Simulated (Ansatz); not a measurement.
`C[SiH2]CS` + H₂S → `SC[SiH2]S` + CH₄  (ligand exchange at the Si–C bond)

Gas-phase electronic energies from Ansatz, PBE0-D4/def2-TZVP geometries. CCSD(T)/CBS is the MP2 limit (def2-TZVPP, def2-QZVPP) plus CCSD(T) − MP2 in def2-TZVPP, frozen cores. This one scheme is used for every species. Functionals use def2-TZVPP. One conformer a species, not always the lowest.

| level | ΔE (kJ/mol) | difference from CCSD(T)/CBS |
| --- | --- | --- |
| PBE-D4 | -70.2 | -2.8 |
| CAM-B3LYP-D4 | -64.4 | 3.0 |
| PBE-QIDH | -68.7 | -1.3 |
| PBE | -68.6 | -1.2 |
| revPBE | -68.4 | -1.0 |
| r2SCANh | -69.6 | -2.2 |
| MP2/def2-SVP | -66.3 | 1.1 |
| CCSD/def2-SVP | -61.6 | 5.8 |
| CCSD(T)/def2-SVP | -62.5 | 4.9 |
| HF/def2-QZVPP | -63.0 | 4.4 |
| CCSD(T)/CBS | -67.4 | 0 |

Largest T1 diagnostic among the species: 0.011.

Leaving LDA and LC-ωPBE aside and taking each functional with its dispersion term where it has one, the values, not all of them listed here, spread over 6.2 kJ/mol, from revPBE-D4 to CAM-B3LYP-D4. At CCSD(T), def2-SVP lies +4.9 kJ/mol from the extrapolated value and def2-TZVPP +3.4 kJ/mol.

CCSD(T)/CBS has its own doubt, a few kJ/mol and more with outer-core shells, so smaller differences from it don't rank the levels.
